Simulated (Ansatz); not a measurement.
Diatomic MgO-, multiplicity 2 (lowest of 2S+1 = 2, 4 at CCSD(T)/def2-TZVPP on PBE0 minima; our sources give no spin for the ground state, which may be another). The T1 diagnostic near the minimum is 0.052, so single-reference values are doubtful.

Seven points along R, fitted to fifth degree in 1/R; most abundant isotopes. Runs in def2 and cc sets follow the lowest solution found near the PBE0 minimum.

Run with Ansatz (a first-principles code). Values without a source in brackets are computed.

What bond length and harmonic frequency does r2SCAN/def2-TZVPP give?

r_e = 1.790 Å, ω_e = 739 cm⁻¹.

What bond length and harmonic frequency does BHLYP/def2-TZVPP give?

r_e = 1.818 Å, ω_e = 591 cm⁻¹.

What bond length and harmonic frequency does CAM-B3LYP/def2-TZVPP give?

r_e = 1.779 Å, ω_e = 725 cm⁻¹.
